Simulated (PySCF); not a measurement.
Compound: ClH5SSi2.
SMILES with atom numbers: `[SiH3:1][S:2][SiH2:3][Cl:4]` (hydrogens: H5, H6, H7 on Si1; H8, H9 on Si3)

The same species was optimised twice, with GFN2-xTB and with PBE0-D3(BJ)/def2-SVP (PySCF), and the same property calculations (PySCF, gas phase) were run on both structures.

```json
{"coordinate": "Si3–Cl4 (Å)", "GFN2-xTB": "2.012", "PBE0-D3(BJ)/def2-SVP": "2.072", "change": "+0.060"}
{"coordinate": "Si1–H5 (Å)", "GFN2-xTB": "1.451", "PBE0-D3(BJ)/def2-SVP": "1.489", "change": "+0.038"}
{"coordinate": "Si3–H8 (Å)", "GFN2-xTB": "1.449", "PBE0-D3(BJ)/def2-SVP": "1.485", "change": "+0.036"}
{"coordinate": "Si1–H6 (Å)", "GFN2-xTB": "1.458", "PBE0-D3(BJ)/def2-SVP": "1.493", "change": "+0.035"}
{"coordinate": "Si1–H7 (Å)", "GFN2-xTB": "1.456", "PBE0-D3(BJ)/def2-SVP": "1.489", "change": "+0.033"}
{"coordinate": "Si3–H9 (Å)", "GFN2-xTB": "1.455", "PBE0-D3(BJ)/def2-SVP": "1.488", "change": "+0.033"}
{"coordinate": "S2–Si3 (Å)", "GFN2-xTB": "2.143", "PBE0-D3(BJ)/def2-SVP": "2.131", "change": "-0.012"}
{"coordinate": "Si1–S2 (Å)", "GFN2-xTB": "2.156", "PBE0-D3(BJ)/def2-SVP": "2.162", "change": "+0.006"}
{"coordinate": "Si1–S2–Si3 (°)", "GFN2-xTB": "105.2", "PBE0-D3(BJ)/def2-SVP": "98.6", "change": "-6.6"}
{"coordinate": "H5–Si1–H7 (°)", "GFN2-xTB": "113.4", "PBE0-D3(BJ)/def2-SVP": "110.0", "change": "-3.4"}
{"coordinate": "S2–Si1–H5 (°)", "GFN2-xTB": "102.3", "PBE0-D3(BJ)/def2-SVP": "105.7", "change": "+3.4"}
{"coordinate": "S2–Si3–H8 (°)", "GFN2-xTB": "103.4", "PBE0-D3(BJ)/def2-SVP": "106.8", "change": "+3.4"}
{"coordinate": "S2–Si1–H7 (°)", "GFN2-xTB": "108.3", "PBE0-D3(BJ)/def2-SVP": "111.2", "change": "+2.9"}
{"coordinate": "H5–Si1–H6 (°)", "GFN2-xTB": "113.3", "PBE0-D3(BJ)/def2-SVP": "110.5", "change": "-2.8"}
{"coordinate": "S2–Si3–H9 (°)", "GFN2-xTB": "108.8", "PBE0-D3(BJ)/def2-SVP": "111.5", "change": "+2.7"}
{"coordinate": "H8–Si3–H9 (°)", "GFN2-xTB": "114.2", "PBE0-D3(BJ)/def2-SVP": "111.7", "change": "-2.5"}
{"coordinate": "Si1–S2–Si3–Cl4 (°)", "GFN2-xTB": "53", "PBE0-D3(BJ)/def2-SVP": "53", "change": "0"}
```

Rotational constants: A = 4066, B = 1521, C = 1201 MHz (GFN2-xTB) against A = 3783, B = 1637, C = 1256 MHz (PBE0-D3(BJ)/def2-SVP). Point groups within 0.08 Å: C1 and C1.

On the GFN2-xTB structure: HOMO (eV) -7.62 [PBE0/pcSseg-1]; LUMO (eV) -0.25 [PBE0/pcSseg-1]; dipole (D) 1.25 [PBE0/pcSseg-1]; GIAO shielding of Si1 (ppm) 408.8 [PBE0/pcSseg-1]; GIAO shielding of S2 (ppm) 759.4 [PBE0/pcSseg-1]; GIAO shielding of Si3 (ppm) 356.6 [PBE0/pcSseg-1]; GIAO shielding of Cl4 (ppm) 950.6 [PBE0/pcSseg-1].

**Question.** What do these properties become on the PBE0-D3(BJ)/def2-SVP structure?

**Answer.** 
```
                                    property          level  on GFN2-xTB  on PBE0-D3(BJ)/def2-SVP  change
                                   HOMO (eV)  PBE0/pcSseg-1        -7.62                    -7.87   -0.25
                                   LUMO (eV)  PBE0/pcSseg-1        -0.25                    -0.37   -0.12
                                  dipole (D)  PBE0/pcSseg-1         1.25                     1.18   -0.07
energy, GFN2-xTB geometry as zero (kcal/mol)  PBE0/pcSseg-1          0.0                     -2.4    -2.4
                 GIAO shielding of Si1 (ppm)  PBE0/pcSseg-1        408.8                    400.2    -8.6
                  GIAO shielding of S2 (ppm)  PBE0/pcSseg-1        759.4                    761.1    +1.7
                 GIAO shielding of Si3 (ppm)  PBE0/pcSseg-1        356.6                    347.3    -9.3
                 GIAO shielding of Cl4 (ppm)  PBE0/pcSseg-1        950.6                    925.6   -25.0
```

The heavy atoms differ by 0.095 Å rms after alignment. Among all bonds Si3–Cl4 changes most (+0.060 Å). Changes are differences of the printed values. Neither structure is proved a minimum here.

Conformer computed: `[SiH3:1][S:2][SiH2:3][Cl:4]`: Si1–S2–Si3–Cl4 53°.
